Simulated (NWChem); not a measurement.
# HTeI; SMILES [TeH]I

def2 effective core potentials on Te, I; no spin-orbit coupling.

Task: Give the equilibrium geometry at PBE-D3(BJ)/def2-SVP with def2 effective core potentials on Te, I (NWChem) as a Z-matrix, with the point group.

Result: point group Cs; any orientation.
```
Te
H 1 1.6846
I 1 2.7398 2 93.50
```
